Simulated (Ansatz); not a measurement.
Reaction (cleavage of the Si–B bond): `[SiH3]B([SiH3])[SiH3]` + `O=C[SiH](O)Cl` → `O=C[SiH](Cl)O[SiH3]` + `[SiH3]B[SiH3]`

Isolated molecules relaxed with PBE0-D4/def2-TZVP in Ansatz; ΔE leaves out vibrations. CCSD(T)/CBS is the MP2 limit (def2-TZVPP, def2-QZVPP) plus CCSD(T) − MP2 in def2-TZVPP, frozen cores. Functionals use def2-TZVPP. One conformer a species, not always the lowest.

`[SiH3]B([SiH3])[SiH3]`:

```xyz
13

Si    1.264    0.596    1.448
B    -0.006   -0.043    0.043
Si    0.351   -1.685   -1.041
Si   -1.630    1.050   -0.365
H     0.616    1.435    2.494
H     2.051   -0.476    2.117
H     2.215    1.467    0.691
H    -0.881   -2.305   -1.602
H     1.166   -1.177   -2.188
H     1.140   -2.737   -0.344
H    -2.126    0.918   -1.763
H    -2.660    0.461    0.546
H    -1.499    2.496   -0.036
```

`O=C[SiH](O)Cl`:

```xyz
8

O    -0.630   -0.496   -1.770
C     0.376   -0.464   -1.101
Si    0.202    0.097    0.727
O    -1.396    0.251    0.970
Cl    1.219    1.872    0.855
H     1.355   -0.719   -1.565
H     0.785   -0.818    1.728
H    -1.912    0.276    0.156
```

`O=C[SiH](Cl)O[SiH3]`:

```xyz
11

O    -1.167   -1.301    0.996
C    -1.785   -0.411    0.463
Si   -0.844    0.817   -0.672
Cl   -1.031    2.651    0.221
O     0.687    0.329   -0.737
Si    1.843   -0.502    0.105
H    -2.877   -0.303    0.655
H    -1.416    0.914   -2.031
H     3.154   -0.005   -0.378
H     1.714   -0.238    1.558
H     1.722   -1.950   -0.181
```

`[SiH3]B[SiH3]`:

```xyz
10

Si   -1.782    0.019   -0.130
B     0.065    0.748    0.147
Si    1.741   -0.354    0.185
H    -2.018    0.117   -1.603
H    -2.837    0.818    0.553
H    -1.940   -1.408    0.261
H     0.190    1.940    0.176
H     2.261   -0.317   -1.217
H     1.527   -1.779    0.555
H     2.792    0.215    1.074
```

| level | ΔE (kcal/mol) |
| --- | --- |
| B2PLYP | -25.8 |
| r2SCAN | -22.2 |
| CCSD(T)/def2-SVP | -23.3 |
| MP2/def2-QZVPP | -26.1 |

What does CCSD(T)/CBS give? (An estimate is asked.)

Ansatz gave: -24.5 kcal/mol. The listed levels differ from it by -1.3, 2.3, 1.2, -1.6 kcal/mol.

Largest T1 diagnostic among the species: 0.015.

Leaving LDA and LC-ωPBE aside and taking each functional with its dispersion term where it has one, the values, not all of them listed here, spread over 9.8 kcal/mol, from BHLYP-D4 to PBE-D4. LDA lies +0.8 kcal/mol from PBE without D4. At CCSD(T), def2-SVP lies +1.2 kcal/mol from the extrapolated value and def2-TZVPP −0.1 kcal/mol.
